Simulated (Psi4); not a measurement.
Calculation: SAPT0/jun-cc-pVDZ, frozen core run with Psi4.

Psi4 input:

```
molecule {
0 1
F 1.24323707 0.13231300 -0.42236594
C 0.00162571 -0.00815687 0.06212057
F -0.70254333 1.08878631 -0.24865540
F -0.57073905 -1.06322299 -0.53389680
H 0.02841960 -0.14971945 1.14279756
--
0 1
F -4.06759623 0.40611255 0.17420598
B -3.35304392 0.99637522 1.10795596
F -3.52334000 2.27677305 1.35617305
F -2.47024082 0.30564807 1.79653358
units angstrom
symmetry c1
no_reorient
no_com
}
set basis jun-cc-pvdz
set scf_type df
set freeze_core true
energy('sapt0')
```

Part of the output:

```
    SAPT Results
  --------------------------------------------------------------------------------------------------------
    Electrostatics                 -4.13936540 [mEh]      -2.59749100 [kcal/mol]     -10.86790236 [kJ/mol]
      Elst10,r                     -4.13936540 [mEh]      -2.59749100 [kcal/mol]     -10.86790236 [kJ/mol]

    Exchange                        3.58959475 [mEh]       2.25250471 [kcal/mol]       9.42447972 [kJ/mol]
      Exch10                        3.58959475 [mEh]       2.25250471 [kcal/mol]       9.42447972 [kJ/mol]
      Exch10(S^2)                   3.58422167 [mEh]       2.24913305 [kcal/mol]       9.41037270 [kJ/mol]

    Induction                      -0.53460858 [mEh]      -0.33547195 [kcal/mol]      -1.40361463 [kJ/mol]
      Ind20,r                      -1.37501831 [mEh]      -0.86283702 [kcal/mol]      -3.61011009 [kJ/mol]
      Exch-Ind20,r                  0.94490019 [mEh]       0.59293382 [kcal/mol]       2.48083512 [kJ/mol]
      delta HF,r (2)               -0.10449046 [mEh]      -0.06556875 [kcal/mol]      -0.27433965 [kJ/mol]

    Dispersion                     -1.60316171 [mEh]      -1.00599916 [kcal/mol]      -4.20910049 [kJ/mol]
      Disp20                       -1.77502998 [mEh]      -1.11384813 [kcal/mol]      -4.66034058 [kJ/mol]
      Exch-Disp20                   0.17186827 [mEh]       0.10784897 [kcal/mol]       0.45124009 [kJ/mol]
      Disp20 (SS)                  -0.88751499 [mEh]      -0.55692407 [kcal/mol]      -2.33017029 [kJ/mol]
      Disp20 (OS)                  -0.88751499 [mEh]      -0.55692407 [kcal/mol]      -2.33017029 [kJ/mol]
      Exch-Disp20 (SS)              0.09858279 [mEh]       0.06186163 [kcal/mol]       0.25882907 [kJ/mol]
      Exch-Disp20 (OS)              0.07328549 [mEh]       0.04598734 [kcal/mol]       0.19241103 [kJ/mol]

  Total HF                         -1.08437922 [mEh]      -0.68045824 [kcal/mol]      -2.84703726 [kJ/mol]
  Total SAPT0                      -2.68754093 [mEh]      -1.68645740 [kcal/mol]      -7.05613775 [kJ/mol]
```
